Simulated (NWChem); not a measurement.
## Relativistic effects in HSb

```
Sb
H 1 1.7248
```
Charge 0, spin multiplicity 3.

The numbers come from NWChem runs, not from measurements. Structure: optimised with UPBE0/def2-SVP with def2 effective core potentials on Sb, a minimum by its harmonic frequencies.

Functional B3LYP, all-electron basis x2c-SVPall-2c, contracted for the X2C Hamiltonian and used here with ZORA. The ion keeps the geometry and has multiplicity 2 in the scalar run; the spin-orbit run starts from the same electron counts.

Relative cost: rough, from shared machines, SCF included, scalar ZORA = 1.

B3LYP has NWChem's definition, with VWN1-RPA local correlation. This spin state was chosen for the runs; another may lie lower. The structure started from a generated list of species. No SCF solution was tested for a lower state.

| Hamiltonian | ΔSCF ionisation energy (eV) | relative cost |
|---|---|---|
| scalar ZORA | 8.84 | 1 |
| spin-orbit ZORA | 8.57 | under 3 |

From scalar ZORA to spin-orbit ZORA the ionisation energy drops by 0.27 eV.
